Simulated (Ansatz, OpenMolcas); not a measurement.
C2H6AlF (SMILES [CH3][Al]([CH3])[F]): methods side by side

C2H6AlF: 10 atoms, total charge 0, spin state singlet. As SMILES, `[CH3][Al]([CH3])[F]`. The coordinates come from a PBE0-D4/def2-TZVP relaxation.

```
atom    x (Å)    y (Å)    z (Å)
   C  -0.5667   1.4126  -0.8585
  Al  -0.2886  -0.4453  -0.3643
   C   0.7947  -1.0931   1.1122
   F  -1.0473  -1.6006  -1.2813
   H  -1.1844   1.5171  -1.7529
   H  -1.0540   1.9634  -0.0468
   H   0.3871   1.9173  -1.0438
   H   0.1894  -1.6767   1.8132
   H   1.2698  -0.2838   1.6720
   H   1.5832  -1.7623   0.7534
```

Each level gives the vertical ionisation energy (to the doublet cation) (eV). The values are calculated.

```csv
level,kind,program,value (eV),CPU time (all runs)
HF/def2-SVP,Hartree–Fock,OpenMolcas,9.69,29 s
TPSS/def2-SVP,meta-GGA,OpenMolcas,9.74,3.1 min
B3LYP/def2-SVP,global hybrid,OpenMolcas,10.02,1.9 min
PBE0/def2-SVP,global hybrid,OpenMolcas,10.06,1.8 min
r2SCAN0/def2-SVP,hybrid meta-GGA,Ansatz,10.12,33 s
wB97M-V/def2-SVP,range-separated hybrid,Ansatz,10.27,3 min
wB97X/def2-SVP,range-separated hybrid,Ansatz,10.31,1.8 min
CCSD/def2-SVP,coupled cluster or CI,Ansatz,10.19,72 s
```

The values span 9.69 to 10.31 eV. Times are those of the runs behind each value, whatever else they computed, on shared processors of several kinds: orders of magnitude only.
